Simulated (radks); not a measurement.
Values are calculated unless marked as measured or tabulated.
Valence configurations of Tb I (all share [Xe]). Level of theory: Dirac Kohn-Sham, PBEsol, spin-unpolarised, spherical densities, point nucleus; open shells are shared between the two j in proportion to 2j + 1 (a radial shooting solver on a logarithmic mesh with Libxc functionals). Energies are relative to 4f9 6s2; eigenvalues in eV.

| valence | E (eV) | e(4f5/2) | e(4f7/2) | e(5d3/2) | e(5d5/2) | e(6p1/2) |
|---|---|---|---|---|---|---|
| 4f9 6s2 | 0.000 | -3.510 | -2.725 | - | - | - |
| 4f8.5 5d0.5 6s2 | 1.428 | -6.384 | -5.569 | -2.042 | -1.807 | - |
| 4f8.5 6s2 6p0.5 | 1.870 | -7.864 | -7.048 | - | - | -1.892 |
| 4f9 5d1 6s1 | 2.475 | -2.708 | -1.925 | -1.045 | -0.886 | - |
| 4f8 5d1 6s2 | 4.055 | -9.459 | -8.613 | -2.615 | -2.337 | - |
| 4f9 5d2 | 5.021 | -2.400 | -1.617 | -0.973 | -0.834 | - |
| 4f9 6p2 | 5.380 | -6.166 | -5.379 | - | - | -2.458 |
| 4f8 6s2 6p1 | 5.773 | -12.677 | -11.829 | - | - | -2.427 |
| 4f8 5d2 6s1 | 5.996 | -8.095 | -7.250 | -1.847 | -1.606 | - |
| 4f7 5d2 6s2 | 13.320 | -16.138 | -15.232 | -3.714 | -3.354 | - |

NIST lists [Xe] 4f9 6s2 as the ground configuration; this level of theory agrees among the configurations tried. The energies are those of spherical spin-averaged densities, not of single terms.
